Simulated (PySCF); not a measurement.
Vertical excitations of a molecule CH₈O₂Si₂ from TDA-PBE0/def2-SVPD run with PySCF 2.14.0, as energy in eV (oscillator strength): 6.43 (0.034), 6.67 (0.027), 6.96 (0.107), 7.78 (0.013), 7.81 (0.185), 7.94 (0.135), 8.07 (0.048), 8.23 (0.034), 8.31 (0.003), 8.33 (0.036). Lowest triplet (TDA): 5.80 eV. Geometry optimised at r2SCAN-D4/def2-SVP. One conformer was computed; it need not be the lowest.

Which structure fits?
A. CO[SiH2][SiH2]O
B. O[SiH2]OC[SiH3]
C. OC[Si@H](O)[SiH3]
D. C[Si](O)(O)[SiH3]

D, C[Si](O)(O)[SiH3]
